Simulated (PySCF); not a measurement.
Computed shifts of a molecule C₂H₅F₂NSi, PBE/pcSseg-1 in PySCF, GIAO, gas phase, atoms alike by connectivity averaged where their shifts nearly agree, in ppm (number of nuclei): ¹³C: 178.6 (1), 62.5 (1). ¹⁵N: 464.0 (1). ²⁹Si: -24.6 (1). ¹⁹F: -175.2 (2). ¹H: 8.77 (1), 5.16 (1), 4.10 (3). References: ¹³C against TMS (σ = 182.0 ppm); ¹⁵N against NH3 (σ = 267.0 ppm); ²⁹Si against TMS (σ = 335.4 ppm); ¹⁹F against CFCl3 (σ = 133.6 ppm); ¹H against TMS (σ = 31.49 ppm), references at their B3LYP-D3(BJ)/def2-TZVP geometries, non-relativistic. Coordinates come from a r2SCAN-D4/def2-SVP optimisation. The values are those of a single conformer.

Q: Which structure fits?
A) N[SiH2]C=C(F)F
B) C/N=C/[SiH](F)F
C) FC/N=C/[SiH2]F
D) C=C(F)[Si@H](N)F

A: B, C/N=C/[SiH](F)F
